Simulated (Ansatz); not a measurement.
1-butyl-3-methylimidazolium, `CCCCn1cc[n+](C)c1`. Charge 1, multiplicity 1. Geometry PBE0-D4/def2-SVP.

```xyz
25

C     1.6093    3.0025    0.9699
C     1.1637    1.9293   -0.0107
C    -0.3433    1.9179   -0.2287
C    -0.8303    0.8909   -1.2391
N    -0.5485   -0.4907   -0.8284
C     0.4497   -1.2956   -1.3178
C     0.3895   -2.4743   -0.6328
N    -0.6450   -2.3627    0.2647
C    -1.0840   -3.4012    1.1850
C    -1.1951   -1.1556    0.1288
H     1.3298    4.0077    0.6170
H     2.7005    2.9903    1.1057
H     1.1492    2.8584    1.9606
H     1.6668    2.0809   -0.9828
H     1.4967    0.9399    0.3529
H    -0.8680    1.7670    0.7323
H    -0.6784    2.9030   -0.5948
H    -1.9140    0.9709   -1.4086
H    -0.3386    1.0281   -2.2127
H     1.1214   -0.9727   -2.1098
H     0.9949   -3.3741   -0.7160
H    -1.8404   -2.9881    1.8628
H    -0.2284   -3.7539    1.7757
H    -1.5181   -4.2401    0.6238
H    -2.0394   -0.7774    0.7030
```

LC-ωPBE has ω = 0.4 bohr⁻¹. B3LYP takes the VWN-RPA correlation.

(1) Estimate the orbital energies around the gap (eV) in Ansatz with HF/STO-3G, PBE-D4/def2-TZVP, B3LYP-D4/6-31G, PBE0-D4/def2-SVP, LC-ωPBE/def2-TZVP.

## Answers

(1) 
```tsv
orbital	HF/STO-3G	PBE-D4/def2-TZVP	B3LYP-D4/6-31G	PBE0-D4/def2-SVP	LC-ωPBE/def2-TZVP
HOMO−13	-21.01	-15.85	-17.30	-17.57	-20.49
HOMO−12	-20.56	-15.40	-16.94	-17.15	-20.03
HOMO−11	-20.37	-15.29	-16.62	-16.98	-19.99
HOMO−10	-19.63	-14.65	-15.99	-16.31	-19.30
HOMO−9	-19.15	-14.26	-15.60	-15.86	-18.80
HOMO−8	-18.95	-14.08	-15.35	-15.67	-18.63
HOMO−7	-18.67	-13.92	-15.15	-15.51	-18.50
HOMO−6	-17.30	-12.78	-13.97	-14.29	-17.21
HOMO−5	-16.85	-12.36	-13.53	-13.83	-16.73
HOMO−4	-16.04	-12.16	-13.20	-13.58	-16.33
HOMO−3	-15.40	-11.59	-12.60	-12.95	-15.69
HOMO−2	-15.20	-11.23	-12.27	-12.61	-15.38
HOMO−1	-14.96	-11.08	-12.15	-12.45	-15.26
HOMO	-13.45	-10.89	-11.74	-12.04	-14.61
LUMO	1.41	-5.87	-4.94	-4.88	-2.63
LUMO+1	3.39	-5.00	-3.85	-3.85	-1.60
LUMO+2	8.59	-3.51	-1.93	-2.26	-0.62
LUMO+3	9.96	-3.10	-1.51	-1.81	-0.16
LUMO+4	10.66	-2.98	-1.32	-1.67	-0.01
LUMO+5	10.76	-2.88	-0.92	-1.39	0.17
```
